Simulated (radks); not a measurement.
Q: Calculated with a radial shooting solver on a logarithmic mesh with Libxc functionals: non-relativistic Kohn-Sham, LDA (Slater exchange, Perdew-Wang correlation), spin-polarised, spherical densities, point nucleus; open shells are filled with parallel spins first. Response by self-consistent Sternheimer equations with the Hartree and adiabatic LDA kernel. For heavy and open-shell atoms this level of theory can miss by tens of per cent. Rank Ca, Co7+, Mn5+, Sc+, Cr4+, V3+, Ni8+, Ti2+, Fe6+ (NIST ground configurations) by static dipole polarisability, largest first.

A: Ca 148.6, Sc+ 53.89, Ti2+ 5.152, V3+ 2.280, Cr4+ 1.367, Mn5+ 0.9301, Fe6+ 0.6767, Co7+ 0.5138, Ni8+ 0.4019 bohr^3.
